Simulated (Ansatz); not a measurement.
Ansatz (a first-principles code) input (HF/6-31G* with LANL2DZ past Ar): The .json file joins the Basis Set Exchange's 6-31G* for atoms up to Ar and LANL2DZ past it.

Ansatz 0.2 input:
```yaml
crystal:
  periodic: [false, false, false]
  atoms:
    - {symbol: Cl, position_ang: [-0.00000000, -0.00000000, -1.36567537]}
    - {symbol: Ge, position_ang: [0.00000000, 0.00000000, 0.72551504]}
basis:
  gaussian:
    orbitals: 6-31Gs+LANL2DZ.json
hamiltonian:
  xc: {name: HF}
total_charge: 1
phonons: {temperatures: {t_min: 298.15, t_max: 298.15, t_step: 100}}
```

Question: Which harmonic wavenumbers does it give?

Answer: 470 cm⁻¹ (unscaled; negative means imaginary).
